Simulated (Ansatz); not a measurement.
Cost and result for the atomization energy of `CN([SiH2]F)[SiH2]F` (13 atoms, 12 bonds).

Cartesian coordinates in Å:
```
C 1.227 -0.128 -0.893
N 0.041 0.017 -0.038
Si 0.211 0.820 1.464
F 0.921 -0.109 2.558
Si -1.420 -0.692 -0.586
F -2.021 0.135 -1.817
H 2.002 0.583 -0.597
H 1.650 -1.135 -0.827
H 0.984 0.077 -1.939
H -1.133 1.161 1.976
H 1.104 1.988 1.297
H -2.403 -0.665 0.516
H -1.165 -2.052 -1.115
```

The species carries charge 0 and has multiplicity 1. The geometry is a stationary point of PBE0-D4/def2-TZVP. It is one conformer, not always the lowest. Program: Ansatz. All runs use 2 threads of an AMD EPYC 7R13 on a shared host and a share of an NVIDIA H100 80 GB. Times are those of one run each, without the atoms' runs, and a repeat can differ threefold. Electronic energies, without spin–orbit coupling; frozen cores. CCSD(T)/CBS adds CCSD(T) − MP2 in def2-TZVPP to the MP2 limit, and its time is that of the two runs behind it. T1 = 0.012. B3LYP takes the VWN-RPA correlation (the form of Gaussian; ORCA's B3LYP/G).

CCSD(T)/CBS is a level of theory with its own doubt, some kJ/mol a heavy atom from the limit and from the frozen cores, so smaller differences don't rank the functionals.

```csv
level,functions,wall time
B2PLYP/def2-TZVPP,306,2.8 s
PBE0-D4/def2-TZVPP,306,3.2 s
PBE-D4/def2-TZVPP (with forces),306,3.6 s
ωB97M-V/def2-TZVPP (with forces),306,3.8 s
r2SCAN-D4/def2-TZVPP (with forces),306,4 s
B3LYP-D4/def2-TZVPP (with forces),306,4.2 s
ωB97X-V/def2-TZVPP,306,4.2 s
MP2/def2-QZVPP,578,4.3 s
CCSD(T)/def2-TZVPP,306,5 s
CCSD(T)/CBS(def2),–,9.3 s
```

(1) What atomization energy does each give, and how far from CCSD(T)/CBS? (Best estimate.)

## Answers

(1) Ansatz gave: 
| level | atomization (kJ/mol) | difference from CCSD(T)/CBS | per bond |
| --- | --- | --- | --- |
| B2PLYP/def2-TZVPP | 4766.9 | -68.8 | -5.7 |
| PBE0-D4/def2-TZVPP | 4769.7 | -66.0 | -5.5 |
| PBE-D4/def2-TZVPP (with forces) | 4839.2 | 3.5 | 0.3 |
| ωB97M-V/def2-TZVPP (with forces) | 4831.6 | -4.1 | -0.3 |
| r2SCAN-D4/def2-TZVPP (with forces) | 4804.4 | -31.3 | -2.6 |
| B3LYP-D4/def2-TZVPP (with forces) | 4811.1 | -24.6 | -2.0 |
| ωB97X-V/def2-TZVPP | 4843.1 | 7.4 | 0.6 |
| MP2/def2-QZVPP | 4861.6 | 25.9 | 2.2 |
| CCSD(T)/def2-TZVPP | 4697.0 | -138.7 | -11.6 |
| CCSD(T)/CBS(def2) | 4835.7 | 0.0 | 0.0 |

In def2-TZVPP, CCSD(T) changes the Hartree–Fock value by +1123.0 kJ/mol (the triples alone add +59.3 kJ/mol) and MP2 by +1202.9 kJ/mol; breaking electron pairs costs correlation energy, which Hartree–Fock lacks. The D4 term adds +48.7 kJ/mol with B3LYP and +25.7 kJ/mol with PBE0; it sums over pairs of atoms, weighted by their polarisabilities, and B3LYP, whose exchange is more repulsive, gets the larger term. From PBE to PBE0 (25 % exact exchange), in def2-TZVPP and without D4, the atomization energy moves by −64.9 kJ/mol: exact exchange takes away binding that semilocal exchange gives to molecules.
